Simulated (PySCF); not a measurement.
# From computed data to an observable: dipole moment from atomic charges

silylarsine (AsH5Si), SMILES [SiH3][AsH2]. Atoms are numbered in the order given.

```xyz
7

Si    -1.5654    -0.0055     0.0000
As     0.7988     0.0613     0.0000
H     -2.0492     0.7111     1.2086
H     -2.0492     0.7111    -1.2086
H     -2.1178    -1.3846     0.0000
H      0.8850    -0.9908     1.0974
H      0.8850    -0.9908    -1.0974
```

The structure is a stationary point at PBE0-D3(BJ)/def2-TZVP.

Charges (e) from PBE/def2-TZVPD (PySCF):

| atom | ESP fit | IAO |
|---|---|---|
| Si1 | 0.210 | 0.350 |
| As2 | -0.140 | -0.052 |
| H3 | -0.044 | -0.093 |
| H4 | -0.044 | -0.093 |
| H5 | -0.076 | -0.097 |
| H6 | 0.047 | -0.007 |
| H7 | 0.047 | -0.007 |

The dipole moment of the full density is 0.33 D.

Problem. What dipole moment does each set of point charges give, and which comes closer to that of the density?

Solution. 
μ = Σ q r, and 1 e Å = 4.8032 D.
ESP fit: Σ q r = (-0.016, -0.060, 0.000) e Å, |μ| = 0.30 D.
IAO: Σ q r = (-0.015, 0.011, 0.000) e Å, |μ| = 0.09 D.
ESP fit comes closer in size. Point charges leave out the atoms' own dipoles (lone pairs, polarised bonds); fits to the potential absorb them, partitions of the density don't.
